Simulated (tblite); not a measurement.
Compound: C9H13N.
Structure used (GFN2-xTB), in Å, numbered top down from 1:
```xyz
23
C9H13N angstrom
C     -2.7885   -0.5878   -0.4297
C     -2.0436   -0.0885    0.8101
C     -0.6782    0.4340    0.4506
C     -0.4680    1.8023    0.3774
C      0.7604    2.3205    0.0142
C      1.7964    1.4565   -0.2914
C      1.6243    0.0846   -0.2299
C      2.7585   -0.8376   -0.5775
C      0.3783   -0.4377    0.1499
N      0.1864   -1.8129    0.1537
H     -2.2232   -1.3721   -0.9267
H     -2.9250    0.2297   -1.1340
H     -3.7671   -0.9779   -0.1572
H     -2.6207    0.7139    1.2743
H     -1.9695   -0.8981    1.5441
H     -1.2844    2.4709    0.6122
H      0.9091    3.3886   -0.0361
H      2.7581    1.8538   -0.5833
H      2.4732   -1.5092   -1.3873
H      3.6255   -0.2645   -0.8958
H      3.0535   -1.4432    0.2822
H     -0.5843   -2.1389    0.7152
H      1.0241   -2.3593    0.2752
```

Computed with GFN2-xTB (tblite): harmonic, unscaled wavenumbers at the GFN2-xTB geometry, gas phase. Errors from tens to a few hundred cm⁻¹ against measured bands are possible. One conformer, not necessarily the lowest.

Harmonic wavenumbers (cm⁻¹): 84.0, 98.6, 165.9, 189.8, 200.1, 242.7, 296.9, 325.2, 349.7, 372.7, 460.7, 467.9, 504.6, 510.7, 555.2, 633.7, 691.3, 701.5, 794.8, 818.0, 838.9, 895.8, 905.7, 912.0, 1008.6, 1020.7, 1030.5, 1061.2, 1081.7, 1121.8, 1139.2, 1194.5, 1226.1, 1238.3, 1260.1, 1308.3, 1332.1, 1342.5, 1403.4, 1410.4, 1456.4, 1473.9, 1493.1, 1496.8, 1500.3, 1501.9, 1510.2, 1525.9, 1589.0, 1606.4, 2925.3, 2969.8, 2981.3, 3002.8, 3025.2, 3037.7, 3044.9, 3046.3, 3066.3, 3070.1, 3089.3, 3456.4, 3504.0.

A = 2024, B = 1168, C = 795.3 MHz; mass 135.105 u (most abundant isotopes); point group C1, symmetry number 1.

Problem. Zero-point energy?

Solution. Half the sum of the wavenumbers: 43285 cm⁻¹ = 517.80 kJ/mol.

Problem. What is S at 500 K and 1 bar for an ideal gas of classical rigid rotors and harmonic oscillators?

Solution. Translation 180.79, rotation 129.99, vibration 211.12: S = 521.9 J/(mol K).

Problem. And Cp and H(500 K) − H(0)?

Solution. Cp = 273.14 J/(mol K), of which vibrations give 239.88 (their classical limit is 63 R = 523.8); H(500 K) − H(0) = 75.37 kJ/mol without the zero-point energy, 58.74 from vibrations.

Problem. How do the functions run with temperature in this model?

Solution. 
| T (K) | S (J/(mol K)) | Cp (J/(mol K)) | H − H(0) (kJ/mol) | G − H(0) (kJ/mol) | ln q(vib) |
| --- | --- | --- | --- | --- | --- |
| 100 | 280.5 | 73.5 | 4.88 | -23.17 | 0.92 |
| 200 | 347.4 | 125.0 | 14.83 | -54.65 | 3.15 |
| 300 | 407.9 | 177.2 | 29.93 | -92.45 | 5.73 |
| 800 | 672.8 | 368.0 | 172.81 | -365.43 | 19.68 |
| 1000 | 759.6 | 409.2 | 250.74 | -508.84 | 25.05 |

q(vib) and H(0) count from the zero-point level.

Problem. Which modes carry the vibrational entropy at 500 K?

Solution. 84.0 cm⁻¹: 20.14; 98.6 cm⁻¹: 18.82; 165.9 cm⁻¹: 14.54; 189.8 cm⁻¹: 13.45; 200.1 cm⁻¹: 13.02; 242.7 cm⁻¹: 11.47 J/(mol K); the other 57 give 119.69 together.

Problem. What must be added to the electronic energy to get the Gibbs energy at 500 K and 1 bar?

Solution. ZPE + [H(500 K) − H(0)] − T·S = 517.80 + 75.37 − 260.95 = 332.22 kJ/mol.

Hindered rotation and anharmonicity are outside this model. Other conformers, if any are populated, would add a mixing term that is left out. The structure is chiral; the term R ln 2 for an equal mix with its mirror image is left out.
